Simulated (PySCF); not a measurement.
## Cd (cadmium, neutral) across methods

[Kr] 4d10 5s1 5p1, high-spin 3P determinant (an excited configuration). Calculation: PySCF 2.14, in aug-cc-pwCVTZ-PP with ECP28MDF; a scalar-relativistic core potential.

| method | E (hartree) | mean ε 4d β (eV) | mean ε 5s α (eV) | mean ε 5p α (eV) | Σ⟨r²⟩ (bohr²) | ⟨S²⟩ |
| --- | --- | --- | --- | --- | --- | --- |
| LDA | -167.2934 | -13.318 | -7.636 | -2.553 | 55.95 | 2.001 |
| PBE | -167.5966 | -13.141 | -7.376 | -2.507 | 56.38 | 2.002 |
| CAM-B3LYP | -167.5650 | -16.746 | -9.529 | -4.126 | 55.55 | 2.001 |
| UHF | -166.74721 | -21.061 | -10.253 | -5.034 | 56.60 | 2.003 |
| PBE0 | -167.5931 | -15.304 | -8.240 | -3.204 | 55.83 | 2.002 |
| B3LYP | -167.6546 | -14.934 | -8.094 | -2.998 | 56.13 | 2.001 |
| BLYP | -167.5547 | -13.053 | -7.250 | -2.312 | 56.77 | 2.001 |
| r2SCAN | -167.6526 | -13.418 | -7.618 | -2.685 | 54.99 | 2.003 |

Energies and moments cover only the electrons outside the core potential.
